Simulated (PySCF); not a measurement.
# Ionisation energy of Ge by level of theory

Ge [Ar] 3d10 4s2 4p2 [4p1/2^2, M_J = 0] → Ge+ [Ar] 3d10 4s2 4p1 [4p1/2^1, M_J = 1/2], as a difference of total energies. All numbers are calculated (PySCF 2.14, the two-component X2C-1e Hamiltonian, in x2c-SVPall-2c with one added diffuse shell each of s, p, d type (6s7p4d, 47 functions)). Correlated levels: [Ne] frozen. "Screened" scales the spin-orbit matrix elements by Boettger's factors to mimic the two-electron term; Breit and QED terms are absent.

| method | ionisation energy (eV) |
| --- | --- |
| GHF (spin-free) | 7.333 |
| GMP2 (spin-free) | 7.792 |
| GHF (screened spin-orbit) | 7.260 |
| GMP2 (screened spin-orbit) | 7.715 |

Question: How much does correlation contribute at GMP2 (screened spin-orbit)?

Answer: 7.715 − (7.260) = 0.455 eV, measured against GHF (screened spin-orbit).

The spin-free rows relax to the high-spin LS determinant and lack the spin-orbit shift.

Errors of the correlated levels include the incompleteness of this basis and the frozen core.

The labels give the starting determinants; with spin-orbit coupling the two ends relaxed to ⟨J²⟩ = 1.74, ⟨L²⟩ = 2.01, ⟨S²⟩ = 1.99 and ⟨J²⟩ = 0.85, ⟨L²⟩ = 2.04, ⟨S²⟩ = 0.77.

The determinant of Ge mixes levels of different J (the jj label is only the starting occupation), so the difference between spin-free and spin-orbit rows is not the physical spin-orbit shift.

For comparison: 7.899 eV (measured; NIST Atomic Spectra Database, ionization energies).
